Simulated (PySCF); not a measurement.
# Electron correlation in Mn²⁺ (manganese, charge +2)

[Ar] 3d4 4s1, high-spin 6D determinant (an excited configuration). All numbers are calculated (PySCF 2.14, the spin-free X2C one-electron Hamiltonian (Gaussian nucleus), in ANO-RCC-VTZP (6s5p3d2f1g, 59 functions)). Frozen: [Ar]; 5 electrons correlated.

```json
{"level": "CCSD", "correlation energy (mhartree)": "-58.13"}
{"level": "(T)", "correlation energy (mhartree)": "-0.45"}
{"level": "CCSD(T)", "correlation energy (mhartree)": "-58.58"}
```

Diagnostics: T1 = 0.0043, D1 = 0.0100, largest double amplitude 0.021.

Cost of the coupled-cluster step: about 2.2 core-seconds, for 5 correlated electrons.
